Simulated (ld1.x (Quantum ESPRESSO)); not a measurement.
# Reading a pseudo-wave (V)

Columns: radius, all-electron u(r) and pseudo u(r) of the 4p shell (level -1.35 eV) of vanadium in the configuration [Ar] 3d3 4s2 4p0; BLYP, non-relativistic, RRKJ scheme, ld1.x (Quantum ESPRESSO) 7.5.

| r (bohr) | all-electron | pseudo |
| --- | --- | --- |
| 0.163 | 0.1046 | 0.0008 |
| 0.325 | 0.0136 | 0.0035 |
| 0.488 | -0.1104 | 0.0089 |
| 0.650 | -0.1735 | 0.0180 |
| 0.813 | -0.1745 | 0.0321 |
| 0.975 | -0.1341 | 0.0519 |
| 1.138 | -0.0717 | 0.0782 |
| 1.300 | -0.0014 | 0.1102 |
| 1.463 | 0.0696 | 0.1476 |
| 1.625 | 0.1364 | 0.1883 |
| 1.788 | 0.1976 | 0.2309 |
| 1.950 | 0.2517 | 0.2728 |
| 2.113 | 0.2990 | 0.3126 |
| 2.275 | 0.3393 | 0.3484 |
| 2.438 | 0.3735 | 0.3795 |
| 2.600 | 0.4016 | 0.4055 |
| 2.763 | 0.4245 | 0.4266 |
| 2.925 | 0.4425 | 0.4433 |
| 3.088 | 0.4561 | 0.4563 |
| 3.250 | 0.4658 | 0.4658 |
| 3.413 | 0.4721 | 0.4721 |
| 3.575 | 0.4754 | 0.4754 |
| 3.738 | 0.4760 | 0.4760 |
| 3.900 | 0.4744 | 0.4744 |
| 4.063 | 0.4708 | 0.4708 |
| 4.225 | 0.4656 | 0.4656 |

**Question.** How many radial nodes do the two functions have?

**Answer.** The all-electron 4p function has n − l − 1 = 2; the pseudo-wave has 0, since the states of the same l below it are removed with the core.

**Question.** At about which radius was the pseudo-wave matched?

**Answer.** 3.25 bohr, where the columns begin to agree (steps of 0.16 bohr).

**Question.** Is the pseudo-wave norm-conserving?

**Answer.** Yes: the RRKJ scheme keeps the norm inside the radius equal to the all-electron one, which fixes the energy derivative of the logarithmic derivative at the level.
